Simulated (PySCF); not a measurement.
# One molecule, several mistakes: Al2BCH6

These are calculations, not measurements. They come from PySCF 2.14.0, an open-source quantum chemistry program, on an isolated molecule that a program drew, which may never have been made. The molecule is Al2BCH6 (charge 0, doublet), drawn as the SMILES string `[BH2][Al]([CH3])[AlH]`.

Each row is a Hartree-Fock (HF) and frozen-core CCSD(T) single point in the cc-pV(D+d)Z basis, meant for a local HF minimum. Run 1 is clean. Each other run has one planted mistake out of seven kinds, and not every kind appears here: one electron removed, one electron added, multiplicity raised by two, geometry at a saddle point, minimal basis STO-3G, one bond length entered in bohr, all coordinates scaled. The reference is restricted for singlets and unrestricted otherwise, and also for a bond in bohr. Adding or removing an electron swaps singlet and doublet. Electrons count all cores. HOMO and LUMO are orbital energies over both spins, the gradient is its largest component, and the lowest frequency (negative if imaginary) is given only where the gradient is small. Bond lengths are over the 9 bonds as drawn. T1 is the CCSD diagnostic: over 0.02 (restricted) or 0.045 (unrestricted) a single reference is doubtful.

Geometry of the clean run:
```xyz
10
Al2BCH6, angstrom
B    -1.3576    1.2039    1.5226
Al   -0.2334    1.2364   -0.3138
C     1.6353    0.5724   -0.3545
Al   -1.2008    2.4735   -2.4210
H    -1.9730    0.2324    1.8872
H    -1.4562    2.1609    2.2505
H     1.7197   -0.4016    0.1417
H     2.2873    1.2614    0.1986
H     2.0493    0.4719   -1.3619
H    -2.1578    1.8788   -3.5561
```

| run | electrons | basis functions | <S^2> | HOMO (eV) | LUMO (eV) | gradient (hartree/bohr) | lowest frequency (cm^-1) | mean bond (Å) | longest bond (Å) | T1 | HF (hartree) | CCSD(T) (hartree) | mistake |
|---|---|---|---|---|---|---|---|---|---|---|---|---|---|
| 1 | 43 | 104 | 0.793 | -7.00 | 0.39 | 2.2e-06 | 39 | 1.5628 | 2.628 | 0.0200 | -549.81194 | -550.22037 | no fault |
| 2 | 42 | 104 | 0.000 | -14.00 | -5.59 | 2.7e-02 | - | 1.5628 | 2.628 | 0.0147 | -549.58062 | -549.98081 | one electron removed |
| 3 | 43 | 104 | 3.818 | -6.85 | -0.73 | 3.9e-02 | - | 1.5628 | 2.628 | 0.0336 | -549.73018 | -550.13014 | ? |
| 4 | 44 | 104 | 0.000 | -0.53 | 5.02 | 2.0e-02 | - | 1.5628 | 2.628 | 0.0372 | -549.80247 | -550.25238 | ? |

**Which mistake was planted in run 3, and what did it cost?**

Electrons, basis and geometry are unchanged, and <S^2> is 3.818, beside S(S+1) = 3.75 for a multiplicity of 4. So the mistake is: multiplicity raised by two. Subtracting run 1 and multiplying by 627.51 kcal/mol a hartree, the energy moved by 51.3 kcal/mol in HF and 56.6 kcal/mol in CCSD(T).

**Which mistake was planted in run 4, and what did it cost?**

It counts 44 electrons, one more than the clean run, at the same geometry and basis. So the mistake is: one electron added. Subtracting run 1 and multiplying by 627.51 kcal/mol a hartree, the energy moved by 5.9 kcal/mol in HF and -20.1 kcal/mol in CCSD(T).

Cautions from the logs. Run 4: T1 is over the limit, so its CCSD(T) energy is less reliable.
